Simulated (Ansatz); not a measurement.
Species: sum formula SiN3H8 (charge +1, singlet). It need not be the lowest isomer of its formula. 
Structure (B3LYP-D3(BJ)/def2-TZVP (Ansatz, an electronic-structure program) minimum search):
```xyz
12

Si    -0.0318    -0.0858     0.4259
N     -0.5465     1.4861    -0.5684
N     -0.9407    -1.2600    -0.3675
N      1.6194    -0.2688     0.2274
H     -0.3788     0.3870     1.7708
H     -1.5314     1.7347    -0.4574
H     -0.3836     1.3397    -1.5665
H     -0.5703    -2.1934    -0.4759
H     -1.9495    -1.2686    -0.4002
H      2.2775    -0.0600     0.9627
H      2.0532    -0.7384    -0.5528
H      0.0027     2.2989    -0.2831
```
Charge +1, spin multiplicity 1.

Basis-set convergence of Hartree-Fock and MP2 correlation energies (hartree) with Ansatz. Valence correlation only, unless marked. Spin-orbit coupling is left out. Non-relativistic.

| basis | functions | E(HF) | E(corr, MP2) |
|---|---|---|---|
| cc-pV(D+d)Z | 105 | -456.84090 | -0.61487 |
| cc-pV(T+d)Z | 241 | -456.92055 | -0.76716 |
| cc-pV(Q+d)Z | 469 | -456.93688 | -0.82109 |

Extrapolating the two largest sets (X = 3 and 4) as X^-3: E(corr) = (64·(-0.82109) - 27·(-0.76716))/37 = -0.8604 Eh, an estimate of the basis-set limit. The largest set recovers 95.4 % of it, the smallest 71.5 %.
